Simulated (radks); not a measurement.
Values are calculated unless marked as measured or tabulated.
Problem. The chlorine anion Cl-, [Ar], held by a Watson sphere: a shell of charge +1.13 at radius R that stands for the Madelung well of a crystal (potential energy -1.13/R inside, -1.13/r outside, in hartree with lengths in bohr). Code: a radial shooting solver on a logarithmic mesh with Libxc functionals. Model: non-relativistic Kohn-Sham, PBEsol, spin-unpolarised, spherical densities, point nucleus. Response by self-consistent Sternheimer equations with the Hartree and adiabatic LDA kernel. The sphere does not respond.

| R (bohr) | e(2p) (eV) | e(3s) (eV) | e(3p) (eV) | <r> 3p (bohr) | sum of <r^2> (bohr^2) | X-ray form factor at sin(theta)/lambda = 0.1 1/angstrom | alpha (bohr^3) |
|---|---|---|---|---|---|---|---|
| 1.85 | -190.74 | -22.414 | -10.628 | 1.834 | 31.44 | 15.984 | 15.47 |
| 2.01 | -190.63 | -22.027 | -10.349 | 1.857 | 32.15 | 15.947 | 16.40 |
| 2.83 | -189.88 | -20.211 | -8.802 | 1.947 | 35.18 | 15.802 | 21.92 |
| 2.85 | -189.85 | -20.171 | -8.765 | 1.949 | 35.24 | 15.799 | 22.06 |
| 3.52 | -188.99 | -18.967 | -7.606 | 1.994 | 36.91 | 15.731 | 26.86 |
| 4.3 | -188.02 | -17.843 | -6.486 | 2.024 | 38.18 | 15.688 | 32.03 |
| 4.48 | -187.82 | -17.619 | -6.262 | 2.029 | 38.40 | 15.681 | 33.11 |

Estimate the row for R = 3.73 bohr.

Solution. e(2p) (eV) -188.72; e(3s) (eV) -18.637; e(3p) (eV) -7.280; <r> 3p (bohr) 2.004; sum of <r^2> (bohr^2) 37.31; X-ray form factor at sin(theta)/lambda = 0.1 1/angstrom 15.716; alpha (bohr^3) 28.32.
